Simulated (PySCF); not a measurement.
Mapped SMILES: `[F:1][C:2]([F:3])=[C:4]([F:5])/[CH:6]=[CH:7]\[C@@H:8]1[CH2:9][SiH2:10]1`. Each H is labelled by its parent atom. Ha(C9), Ha(Si10) are cis to C7 on the ring; Hb(C9), Hb(Si10) are trans to C7 on the ring.

[PySCF 2.14: GFN2-xTB structure; σ from GIAO-PBE0/pcSseg-1; isolated molecule; single conformer; relativity neglected]

References, each an isolated molecule treated in the same way: ¹³C (σref 186.93), ¹H (σref 31.72), ²⁹Si (σref 349.16) against TMS; ¹⁹F (σref 170.95) against CFCl3.

```csv
atoms,nucleus,count,δ (ppm)
C6,¹³C,1,?
Hb(Si10),¹H,1,?
Ha(Si10),¹H,1,2.50
C2,¹³C,1,169.0
Hb(C9),¹H,1,1.30
C8,¹³C,1,16.8
Si10,²⁹Si,1,-143.4
C7,¹³C,1,145.2
H(C8),¹H,1,?
F5,¹⁹F,1,?
F1,¹⁹F,1,-108.7
C4,¹³C,1,?
F3,¹⁹F,1,-120.0
Ha(C9),¹H,1,0.80
H(C7),¹H,1,5.52
H(C6),¹H,1,5.66
C9,¹³C,1,7.9
```

Task: Fill in the missing shifts.

Result: 
- C4: 142.0 ppm, fully substituted alkene carbon; as expected for a trigonal carbon in a double bond
- C6: 112.4 ppm, alkene CH; an sp2 carbon of a C=C bond
- Hb(Si10): 2.87 ppm, hydrogen on a silicon bonded to 2 C, in a 3-membered ring
- H(C8): 2.86 ppm, hydrogen on a three-membered-ring carbon
- F5: -195.2 ppm, vinylic fluorine

Shifts are as computed. Against solution values, carbons near 30 ppm lie about +3 ppm off and those near 130 ppm about +5 ppm. Of 1211 compounds with measured shifts, 218 miss one by over three times the rms of a fit or turn the order of signals round; such compounds aren't used in these exercises. Unscaled 19F shifts against computed CFCl3 carry errors that often reach 10 to 50 ppm.
